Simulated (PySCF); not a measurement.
**Worked example: chemical shift, span and skew from a shielding tensor**

C₂H₈O₂Si, SMILES C[Si](C)(O)O. Atoms are numbered in the order given.

```xyz
13

C     -1.5032     1.0631    -0.1214
Si     0.0153    -0.0367    -0.0030
C      1.6001     0.9297     0.1063
O     -0.1199    -0.9991     1.3628
O      0.1619    -0.9879    -1.3706
H     -1.5923     1.7204     0.7595
H     -2.4339     0.4749    -0.1974
H     -1.4484     1.7046    -1.0160
H      1.7844     1.4877    -0.8254
H      2.4515     0.2503     0.2697
H      1.5695     1.6478     0.9410
H     -1.0042    -1.1125     1.7272
H     -0.4582    -1.7197    -1.4629
```
Charge 0, spin multiplicity 1.

The structure is a stationary point at B3LYP-D3(BJ)/def2-SVP. Other conformers were not sampled.

GIAO shieldings from HF/pcSseg-1 (PySCF), non-relativistic, no solvent. The symmetric part of the tensor of Si2 has the principal values 373.7, 381.6, 429.4 ppm. The same nucleus in TMS has σ = 393.8 ppm at this level (PySCF, at its B3LYP-D3(BJ)/def2-TZVP geometry).

Problem. Work out the isotropic shielding, the ²⁹Si shift against TMS, the span and the skew.

Solution. 
σ(iso) = (σ11 + σ22 + σ33)/3 = 394.9 ppm. δ = σ(ref) − σ(iso) = 393.8 − (394.9) = -1.1 ppm.
Span Ω = σ33 − σ11 = 55.7 ppm. Skew κ = 3(σ(iso) − σ22)/Ω = 0.72. Tumbling in solution averages the tensor to δ; in a static solid the shielding alone would spread this spin-1/2 line over Ω.
